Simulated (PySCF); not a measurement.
Breaking a bond: SiN, doublet.

- UCCSD(T) = CCSD(T) on UHF/6-31G, 6 core orbitals frozen (PySCF)
- UKS-M06-2X = unrestricted M06-2X/6-31G in PySCF
- UKS-PBE0 = PySCF with unrestricted PBE0/6-31G
- UCCSD = CCSD on UHF/6-31G, 6 core orbitals frozen in PySCF
- ROKS-M06-2X = restricted open-shell M06-2X/6-31G in PySCF

Energies are in kJ/mol, each relative to the lowest point of its own curve near equilibrium.

```
R / Å  UCCSD(T)  UKS-M06-2X  UKS-PBE0  UCCSD  ROKS-M06-2X
-----  --------  ----------  --------  -----  -----------
1.24      650.8       593.3     602.8  644.8        590.5
1.32      358.7       314.4     322.2  354.6        311.9
1.40      176.6       144.7     150.6  174.4        142.7
1.48       71.0        50.5      54.2   70.3         49.0
1.52       39.2        23.9      26.5   38.9         22.8
1.56       18.2         8.0       ___   18.1          7.3
1.61        3.9         0.0       0.0    4.0          0.0
1.66        0.0         ___       ___    0.0          ___
1.73        6.8         9.2      12.6    6.9          ___
1.82       29.2        25.0      26.1   30.0          ___
```

### Question
What belongs in the gaps?

### Answer

- 1.56, UKS-PBE0: 9.4
- 1.66, UKS-M06-2X: 2.5
- 1.66, UKS-PBE0: 1.0
- 1.66, ROKS-M06-2X: 3.5
- 1.73, ROKS-M06-2X: 22.0
- 1.82, ROKS-M06-2X: 61.9

The scan ran from 1.24 to 6.29 Å; beyond the distances shown one of the unrestricted levels run for this scan, shown here or not, changes its spin distribution in one step. The unrestricted determinant behind UCCSD(T), UCCSD is spin-contaminated at 1.40 to 1.82 Å (<S²> up to 2.1, against 0.75 for a pure doublet). The unrestricted determinant behind UKS-M06-2X, UKS-PBE0 is spin-contaminated at 1.82 Å (<S²> up to 0.9, against 0.75 for a pure doublet).
